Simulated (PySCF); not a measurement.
## CoCl₂: bend–stretch map

Method: UwB97X/[Co def2-TZVP, Cl def2-TZVP], no relativity, density fitting, PySCF.

Rigid scan from the quartet minimum (Co–Cl 2.082 Å (×2); Cl–Co–Cl 180.0°). Coordinate: rows scale both bonds, columns set the Cl–Co–Cl angle. Energies in kJ/mol from the minimum.

| scale \ angle | 90 | 105 | 120 | 135 | 150 | 165 | 180 |
| --- | --- | --- | --- | --- | --- | --- | --- |
| 0.94 | ? | 129.7 | 88.5 | ? | 43.4 | 33.7 | 30.8 |
| 0.97 | 160.4 | 98.2 | 60.7 | 35.5 | 19.1 | ? | 7.0 |
| 1.00 | 140.1 | 84.2 | 50.0 | 26.8 | 11.5 | 2.8 | 0.1 |
| 1.03 | 134.3 | 83.9 | 52.4 | 30.9 | 16.7 | 8.6 | ? |
| 1.06 | 139.9 | 93.9 | ? | 44.9 | 31.6 | 24.2 | 21.8 |
| 1.10 | 160.3 | 119.4 | 92.8 | 74.7 | 62.6 | 56.0 | 53.8 |

Task: Fill in the five missing cells, row by row.

Result: 199.4, 61.1, 9.8, 6.0, 64.8.

The bond scale of lowest energy on the grid is 1.03 at 90°, 1.03 at 105°, 1.00 at 120°, 1.00 at 135°, 1.00 at 150°, 1.00 at 165°, 1.00 at 180°.

Open d and f shells are described by one determinant, and the ground state may have another occupation or spin.

Other isomers or separated fragments may lie lower.
